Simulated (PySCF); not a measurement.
O2Pb2, SMILES [Pb]12[O][Pb]=1[O]2.

The structure is a stationary point at B3LYP-D3(BJ)/def2-SVP. The def2 effective core potentials stand for the cores of Pb; spin–orbit coupling is left out.

These are PBE/def2-TZVPD run with PySCF values and carry that method's errors.

Symmetry labels are those of the subgroup D2h that the program uses (full group D2h).

Question: List the valence orbital energies around the gap with their symmetry. (The exact figures need the calculation; the answer reports its results.)

Answer: 
```json
[
 {"orbital": "HOMO−7", "symmetry": "B1u", "energy (eV)": "-12.20"},
 {"orbital": "HOMO−6", "symmetry": "Ag", "energy (eV)": "-11.10"},
 {"orbital": "HOMO−5", "symmetry": "B3g", "energy (eV)": "-7.30"},
 {"orbital": "HOMO−4", "symmetry": "B3u", "energy (eV)": "-6.75"},
 {"orbital": "HOMO−3", "symmetry": "Ag", "energy (eV)": "-6.74"},
 {"orbital": "HOMO−2", "symmetry": "B1g", "energy (eV)": "-5.67"},
 {"orbital": "HOMO−1", "symmetry": "B1u", "energy (eV)": "-5.63"},
 {"orbital": "HOMO", "symmetry": "B2u", "energy (eV)": "-5.38"},
 {"orbital": "LUMO", "symmetry": "B2g", "energy (eV)": "-2.86"},
 {"orbital": "LUMO+1", "symmetry": "B3u", "energy (eV)": "-2.32"},
 {"orbital": "LUMO+2", "symmetry": "B2u", "energy (eV)": "-1.72"},
 {"orbital": "LUMO+3", "symmetry": "Ag", "energy (eV)": "-0.49"}
]
```
